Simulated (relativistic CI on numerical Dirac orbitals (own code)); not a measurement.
**Spin-allowed bands of a d2 ion in an octahedral site, by hand**

Problem. Take Δ = 8500 cm⁻¹ and B = 460 cm⁻¹ for a d2 ion in an octahedral site. Calculate the three spin-allowed bands.

Working.
1. The terms of highest spin are 3F (energy 0) and 3P (15B = 6900 cm⁻¹). Here the F term splits into A2 at +1.2Δ = 10200, T2 at +0.2Δ = 1700 and T1 at −0.6Δ = -5100 cm⁻¹.
2. The two T1 states mix through the element 0.4Δ: H = [[-5100, 3400], [3400, 6900]], with roots ½(H₁₁ + H₂₂) ∓ ½√[(H₂₂ − H₁₁)² + 4H₁₂²] = ½(1800) ∓ ½(13793) = -5996 and 7796 cm⁻¹.
3. The ground term is 3T1 at -5996 cm⁻¹.
4. Bands: 3T2 7696 cm⁻¹ (1299 nm), 3T1(P) 13793 cm⁻¹ (725 nm), 3A2 16196 cm⁻¹ (617 nm).

Check. Exact diagonalisation of the whole d2 shell with these parameters gives 3T2 7696, 3T1 13793, 3A2 16196 cm⁻¹. The match is exact, since without spin-orbit coupling no other term has this spin. The ratio of the second band to the first, 1.792, depends on Δ/B = 18.5 alone, which is how a Tanabe-Sugano diagram is read.
